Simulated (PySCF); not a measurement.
# A small calculation by hand: chemical shift, span and skew from a shielding tensor

Ga(NHMe)(OH)2 (CH6GaNO2), SMILES C[NH][Ga]([OH])[OH]. Atoms are numbered in the order given.

```xyz
11

Ga     0.0154     0.3764     0.0000
N      0.7435    -1.2830     0.0000
C      0.0004    -2.5301     0.0000
H      1.7508    -1.3993     0.0000
H      0.2115    -3.1512    -0.8919
H      0.2115    -3.1512     0.8919
H     -1.0803    -2.3224     0.0000
O     -1.7667     0.5020     0.0000
H     -2.0779     1.4159     0.0000
O      0.9416     1.9108     0.0000
H      1.9004     1.8007     0.0000
```
Charge 0, spin multiplicity 1.

The structure is a stationary point at B3LYP-D3(BJ)/def2-SVP. Other conformers were not sampled.

GIAO shieldings from PBE0/pcSseg-1 run with PySCF, non-relativistic, no solvent. The symmetric part of the tensor of N2 has the principal values 212.3, 227.9, 269.1 ppm. The same nucleus in NH3 has σ = 267.4 ppm at this level (PySCF, at its B3LYP-D3(BJ)/def2-TZVP geometry).

Q: Work out the isotropic shielding, the ¹⁵N shift against NH3, the span and the skew.

A: 
σ(iso) = (σ11 + σ22 + σ33)/3 = 236.4 ppm. δ = σ(ref) − σ(iso) = 267.4 − (236.4) = 31.0 ppm.
Span Ω = σ33 − σ11 = 56.8 ppm. Skew κ = 3(σ(iso) − σ22)/Ω = 0.45. Tumbling in solution averages the tensor to δ; in a static solid the shielding alone would spread this spin-1/2 line over Ω.
